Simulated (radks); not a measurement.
Values are calculated unless marked as measured or tabulated.
Yb24+, 46 electrons, occupied as [Kr] 4d10. Level of theory: non-relativistic Kohn-Sham, LB94 model potential, spin-polarised, spherical densities, point nucleus; relativity is left out, which matters for an element this heavy (a radial shooting solver on a logarithmic mesh with Libxc functionals). Some entries of the table are withheld. Estimate them.

orbital,occ.,eigenvalue (Ry),<1/r> (bohr^-1),<r> (bohr)
1s,2,(1),69.49,0.02163
2s,2,-736.5800,16.24,0.09165
2p,6,(2),16.29,0.07757
3s,2,-210.0270,6.226,0.2331
3p,6,-196.4450,6.176,0.2229
3d,10,-171.0330,6.084,0.1964
4s,2,-81.11828,(3),0.4952
4p,6,-75.43353,2.778,0.4973
4d,10,-65.17857,2.650,0.4971

Answer. 
(1) 1s eigenvalue (Ry): -4240.811
(2) 2p eigenvalue (Ry): -706.9097
(3) 4s <1/r> (bohr^-1): 2.843
